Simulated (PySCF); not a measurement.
B(F)(OMe)(SMe) (C₂H₆BFOS), SMILES COB(F)SC. Atoms are numbered in the order given.

```xyz
12

B      0.0768     0.5467     0.1463
F      0.3453     1.7916     0.5613
O     -0.9008     0.3053    -0.7500
C     -1.7122     1.3203    -1.3186
H     -1.4329     2.3210    -0.9553
H     -1.6074     1.2922    -2.4144
H     -2.7656     1.1255    -1.0631
S      1.0740    -0.8040     0.8307
C      0.3358    -2.2452    -0.0265
H     -0.7281    -2.3446     0.2253
H      0.8797    -3.1341     0.3192
H      0.4442    -2.1481    -1.1145
```

The structure is a stationary point at B3LYP-D3(BJ)/def2-SVP. The values are those of a single conformer.

Method: PySCF with HF/def2-TZVP.

ESP charges are fitted to the potential on shells at 1.4 to 2.0 van der Waals radii. Atomic charges (e):

| atom | ESP fit | Löwdin |
|---|---|---|
| B1 | 0.62 | -1.10 |
| F2 | -0.30 | 0.25 |
| O3 | [?] | 0.28 |
| C4 | [?] | -0.25 |
| H5 | 0.17 | 0.11 |
| H6 | 0.16 | 0.11 |
| H7 | 0.16 | 0.11 |
| S8 | [?] | 0.62 |
| C9 | -0.38 | -0.45 |
| H10 | [?] | 0.11 |
| H11 | [?] | 0.10 |
| H12 | [?] | 0.11 |

### Question
Some entries are withheld; supply them. (The exact figures need the calculation; the answer reports its results.)

### Answer

- O3, ESP fit: -0.23
- C4, ESP fit: -0.37
- S8, ESP fit: -0.27
- H10, ESP fit: 0.13
- H11, ESP fit: 0.20
- H12, ESP fit: 0.13

Computed Mayer and Wiberg (Löwdin basis) orders of the bonds:
```json
[
 {"bond": "B1–F2", "Mayer": "1.03", "Wiberg": "1.97"},
 {"bond": "B1–O3", "Mayer": "1.24", "Wiberg": "1.87"},
 {"bond": "O3–C4", "Mayer": "0.85", "Wiberg": "1.36"},
 {"bond": "C4–H5", "Mayer": "0.99", "Wiberg": "0.93"},
 {"bond": "C4–H6", "Mayer": "0.99", "Wiberg": "0.94"},
 {"bond": "C4–H7", "Mayer": "0.99", "Wiberg": "0.94"},
 {"bond": "B1–S8", "Mayer": "1.30", "Wiberg": "1.77"},
 {"bond": "S8–C9", "Mayer": "0.96", "Wiberg": "1.33"},
 {"bond": "C9–H10", "Mayer": "0.97", "Wiberg": "0.94"},
 {"bond": "C9–H11", "Mayer": "0.97", "Wiberg": "0.94"},
 {"bond": "C9–H12", "Mayer": "0.97", "Wiberg": "0.94"}
]
```
